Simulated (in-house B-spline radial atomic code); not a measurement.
# O3+: [He] 2s2 4f1 (an excited or competing configuration)

Method: Dirac-Hartree-Fock, average of configuration, Fermi nucleus of rms radius 2.6991 fm. Calculated with an all-electron radial atomic-structure program (B-spline basis).

Z_r = [3n² - l(l+1)]/(2<r>); Z_e = n√(-2ε); the last column is Slater's effective charge. Values are occupation-weighted means over j.

```csv
shell,electrons,ε (eV),<r> (bohr),Z_r,Z_e,Slater
1s,2,-662.87,0.197,7.61,6.98,7.70
2s,2,-104.59,0.9353,6.42,5.55,5.95
4f,1,-13.625,4.486,4.01,4.00,4.00
```

The least bound orbital is 4f7/2 at -13.62 eV, and it is also the most diffuse (<r> = 4.486 bohr).

Spin-orbit splittings of the orbital energies (j = l + 1/2 above j = l - 1/2 when positive): 4f 0.0002476 eV.

For the 1s electron the small component carries 0.0785 % of the norm, the zero-frequency Breit interaction raises the level by 0.1739 eV, self-energy by 0.06504 eV, and vacuum polarisation lowers it by 0.00318 eV.

The density falls to 0.001 bohr⁻³ at 4.547 bohr; Σ<r²> = 24.528 bohr² gives, by the non-relativistic formula and without the paramagnetism of open shells, a Langevin diamagnetic susceptibility of -19.43×10⁻⁶ cm³/mol.
